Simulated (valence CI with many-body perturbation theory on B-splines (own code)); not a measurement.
Eu⁴⁹⁺: key properties

Calculated by configuration interaction combined with many-body perturbation theory (CI+MBPT): four valence electrons over a frozen Dirac-Fock core [Ne], radial functions for each j: 11 s, 11 p, 9 d, 7 f, 5 g, 2 h, 1 i, with the one-electron correlation potential Σ1, the two-electron term Σ2, the three-electron term Σ3, Breit, model QED; selected CI, second order for the rest (own B-spline code, finite nucleus).

The last digits are not significant, and no measured levels were compared; by estimate large intervals hold to a few tenths of a per cent, small ones and those within an open d or f shell to about a per cent.

Levels are named by their leading jj configuration (3d3/2^4 stands for four electrons in 3d with j = 3/2), which in mixed levels can hold well under half, so a name can repeat and another be missing.

Rates and lifetimes use the calculated energies. Strong lines usually hold to 10 to 20 %, long lifetimes can be off by a factor of two.

(1) What is the ground level?

(2) Name the longest-lived excited levels whose lifetime is computed, and their main decay.

(3) What is the ionisation energy?

(4) What are the static dipole polarisabilities of the lowest levels?

(5) Where does the other parity begin?

(6) How well does LS coupling describe the low levels?

## Answers

(1) (3s^2 3p1/2^2) J=0, composition 70 % 3s2 3p2 3P + 29 % 3s2 3p2 1S.

(2) (3s^2 3p1/2 3p3/2) J=2 at 1339.5 × 10³ cm⁻¹ lives 4.62 μs, mostly by E2 to (3s^2 3p1/2^2) J=0; (3s^2 3p3/2 3d5/2) J=4 at 4394.0 × 10³ cm⁻¹ lives 43.7 ns, mostly by M1 to (3s^2 3p1/2 3d5/2) J=3; (3s^2 3p1/2 3p3/2) J=1 at 1276.8 × 10³ cm⁻¹ lives 38.4 ns, mostly by M1 to (3s^2 3p1/2^2) J=0.

(3) 4402.1 eV; NIST lists 4400 ± 4 eV (theoretical).

(4) (3s^2 3p1/2^2) J=0 0.00548 bohr³, of which the core gives 9.34e-05.

(5) At (3s 3p1/2^2 3p3/2) J=2, 2326.8 × 10³ cm⁻¹.

(6) Among the lowest 20 levels the leading LS term, summed over configurations, holds 58 % on average. For single configurations the figures are 56 % in LS and 92 % in jj coupling. Terms mix most in the J = 2 level at 3843.8 × 10³ cm⁻¹, where the leading one holds 28 %.
